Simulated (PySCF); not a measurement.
This PySCF input asks for the NMR shieldings of SMILES N(B)B(/C=C\F)CC, C$_{4}$H$_{10}$B$_{2}$FN; the geometry comes from GFN2-xTB.

```python
import basis_set_exchange as bse
import numpy as np
from pyscf import gto, dft
from pyscf.prop import nmr

atoms = """
B     2.330713   -1.410822   -0.288933
N     1.623773   -0.204960   -0.135667
B     0.238172    0.090372   -0.214052
C    -0.232561    1.582651   -0.086553
C     0.355060    2.562815    0.583016
F     1.503681    2.394472    1.271654
C    -0.859480   -1.028892   -0.476788
C    -2.181861   -0.827653    0.271174
H     1.761466   -2.403380   -0.526414
H     3.498025   -1.398705   -0.183373
H     2.205535    0.598889    0.060674
H    -1.157303    1.870552   -0.568429
H     0.005630    3.582880    0.681340
H    -1.077418   -1.042820   -1.549799
H    -0.479204   -2.020856   -0.235931
H    -2.876523   -1.635281    0.047560
H    -2.655397    0.111054   -0.006288
H    -2.011067   -0.813999    1.345151
"""
names = dict.fromkeys(["B", "N", "C", "F", "H"], "pcSseg-1")
basis = {el: gto.basis.parse(bse.get_basis(n, elements=[el], fmt="nwchem")) for el, n in names.items()}
mol = gto.M(atom=atoms, basis=basis, charge=0, verbose=0)
mf = dft.RKS(mol, xc="PBE0")
mf.grids.level = 2
mf.grids.alignment = dft.numint.BLKSIZE   # the property module wants whole blocks of grid points
mf.conv_tol = 1e-9
mf.kernel()

calc = nmr.RKS(mf)   # GIAO
C = mf.mo_coeff
Co = C[:, mf.mo_occ > 0]
resp = mf.gen_response(singlet=True, hermi=2)
def vind(x):   # induced exchange potential for any number of trial vectors
    d = np.einsum("pi,xij,qj->xpq", C, 2 * x.reshape(-1, C.shape[1], Co.shape[1]), Co, optimize=True)
    return np.einsum("xpq,pi,qj->xij", resp(d - d.transpose(0, 2, 1)), C, Co, optimize=True).ravel()
mo1, _ = nmr.rhf.solve_mo1(calc, with_cphf=vind)
sigma = calc.kernel(mo1)
for i, s in enumerate(sigma):   # ppm
    print("%2d %-2s %9.2f" % (i, mol.atom_pure_symbol(i), np.trace(s) / 3))
```

Question: What are the results?

Answer: 
```
 0 B      53.59
 1 N      81.11
 2 B      50.89
 3 C      70.66
 4 C      16.02
 5 F     266.79
 6 C     172.91
 7 C     175.61
 8 H      26.02
 9 H      26.28
10 H      23.56
11 H      26.16
12 H      24.46
13 H      30.94
14 H      29.94
15 H      30.41
16 H      30.56
17 H      30.95
```

These numbers come from an equivalent density-fitted implementation of the same equations, which agrees with the script to about 0.01 ppm for H and up to a few tenths of a ppm for heavy atoms, so last digits may differ.

Size and cost of the density-fitted run: 186 basis functions, 26 s wall time on 1 thread of an Arm Neoverse V1, shared host; peak memory 0.83 GiB.
